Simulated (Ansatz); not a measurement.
Reaction (hydrogenolysis of the In–C bond): `C#[C][InH][Cl]` + H₂ → `[Cl][InH2]` + acetylene

Isolated molecules relaxed with PBE0-D4/def2-TZVP in Ansatz; ΔE leaves out vibrations. CCSD(T)/CBS adds triple-zeta CCSD(T) − MP2 to the extrapolated MP2 energy (def2 sets, frozen cores). This one scheme is used for every species. Elements past krypton have def2 core potentials. For In outer-core shells are correlated without core-valence functions, which leaves a few kJ/mol of doubt a bond.

| species | MP2/def2-SVP energy (Eh) |
| --- | --- |
| `C#[C][InH][Cl]` | -725.84346 |
| H₂ | -1.15525 |
| `[Cl][InH2]` | -649.97727 |
| `C#C` | -77.01772 |

Q: Work out ΔE.

A: ΔE = (-649.97727) + (-77.01772) − (-725.84346) − (-1.15525) = 0.00372 Eh = +9.8 kJ/mol. CCSD(T)/CBS gives +10.6 kJ/mol.

Q: What do rigid-rotor, harmonic-oscillator terms from PBE0-D4/def2-TZVP frequencies (298.15 K, 1 bar) make of the CCSD(T)/CBS value? (Estimate.)

A: Computed: ΔZPE = +11.6 kJ/mol, ΔH = +17.6 kJ/mol, ΔS = 6 J/(mol·K), ΔG = +15.7 kJ/mol.

Largest T1 diagnostic among the species: 0.014.

At CCSD(T), def2-SVP lies −8.6 kJ/mol from the extrapolated value and def2-TZVPP +1.6 kJ/mol. In def2-TZVPP, CCSD(T) changes the Hartree–Fock value by +20.4 kJ/mol (the triples alone add +5.5 kJ/mol) and MP2 by +29.6 kJ/mol. The D4 term adds +6.2 kJ/mol with B3LYP and +3.5 kJ/mol with PBE0; it sums over pairs of atoms, weighted by their polarisabilities, and B3LYP, whose exchange is more repulsive, gets the larger term.

B3LYP here is the variant with VWN-RPA as its local correlation; programs differ in this.
